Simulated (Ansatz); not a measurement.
Ga2Cl3. Charge 0, multiplicity 4. Geometry r2SCAN-D4/def2-SVP; atoms count from 1.

```xyz
5

Ga   -1.2396    1.0525   -0.6026
Ga    0.4487   -0.4877    0.3812
Cl    0.0188    1.5421   -2.3710
Cl   -1.3842   -0.4153    1.7535
Cl    2.1564   -1.6916    0.8390
```

At PBE0-D4/def2-TZVP a doublet of charge 0 lies 3.24 eV below the quartet, each at its own geometry. The structure comes from a short search, and lower isomers may exist.

(1) Estimate the Mulliken populations from the PBE0/def2-TZVP orbitals of Ansatz.

(2) Where does the spin sit?

(3) And the Mayer bond orders between heavy atoms (over 0.3)?

Answers

(1) 
```csv
atom,charge (e),spin (α − β)
Ga1,0.26,1.33
Ga2,0.39,0.88
Cl3,-0.22,0.33
Cl4,-0.20,0.36
Cl5,-0.23,0.11
```
Mulliken values depend strongly on the basis.

(2) Summed by element: Ga 2.21, Cl 0.79, of 3 unpaired in all. Largest on single atoms: Ga1 1.33, Ga2 0.88, Cl4 0.36.

(3) Ga1–Ga2 0.85 (2.49 Å); Ga1–Cl3 0.96 (2.22 Å); Ga1–Cl4 0.30 (2.78 Å); Ga2–Cl4 0.77 (2.29 Å); Ga2–Cl5 1.11 (2.14 Å).
